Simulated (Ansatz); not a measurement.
# A geometry optimisation of CH7Ge2+ with PBE0-D3(BJ)/def2-SVP

The starting geometry of this gas-phase singlet was optimised with GFN2-xTB.

| atom | x (Å) | y (Å) | z (Å) |
| --- | --- | --- | --- |
| C | -1.7691 | -0.5346 | 0.3014 |
| Ge | 0.7544 | 2.8287 | -0.4962 |
| Ge | -0.0013 | 0.2721 | 0.6090 |
| H | -0.7565 | 2.6746 | -1.0572 |
| H | 0.7195 | 0.7058 | -0.7542 |
| H | 1.0315 | -0.4391 | 1.4432 |
| H | -0.0936 | 1.7706 | 1.1630 |
| H | -2.3825 | 0.1482 | -0.2876 |
| H | -2.2600 | -0.7322 | 1.2553 |
| H | -1.6566 | -1.4768 | -0.2364 |

Task: Where would you expect an optimisation with PBE0-D3(BJ)/def2-SVP to take it?

Result: A new bond forms, giving a structure with H5 bridging Ge3 and Ge2, H7 bridging Ge3 and Ge2, given below by its coordinates. Distances that change by over a tenth: Ge2–H5 (2.14 → 1.90 Å), Ge2–H7 (2.14 → 1.90 Å). Contacts that close: Ge2–Ge3 (2.89 → 2.70 Å).

The energy falls by 0.19 eV over 10 steps:

```tsv
step	E − E(last) (eV)
1	0.190
2	0.030
3	0.010
4	0.003
5	0.001
6	0.001
7	0.000
8	0.000
9	0.000
10	0.000
```

Final geometry (Å):

```yaml
atoms:
  - { symbol: C, position_ang: [-1.7586, -0.4883, 0.2779] }
  - { symbol: Ge, position_ang: [0.6655, 2.6674, -0.4327] }
  - { symbol: Ge, position_ang: [-0.0257, 0.2653, 0.5936] }
  - { symbol: H, position_ang: [-0.8231, 2.5210, -0.9781] }
  - { symbol: H, position_ang: [0.7598, 0.8000, -0.7459] }
  - { symbol: H, position_ang: [1.0401, -0.4411, 1.4290] }
  - { symbol: H, position_ang: [-0.0239, 1.8217, 1.1179] }
  - { symbol: H, position_ang: [-2.3649, 0.1848, -0.3421] }
  - { symbol: H, position_ang: [-2.2507, -0.6556, 1.2483] }
  - { symbol: H, position_ang: [-1.6326, -1.4580, -0.2277] }
```

Frequencies at the end are all real (lowest 103 cm⁻¹). Run with Ansatz 0.2.0, 26 s on 2 threads of Arm Neoverse V1, with other jobs on the host.
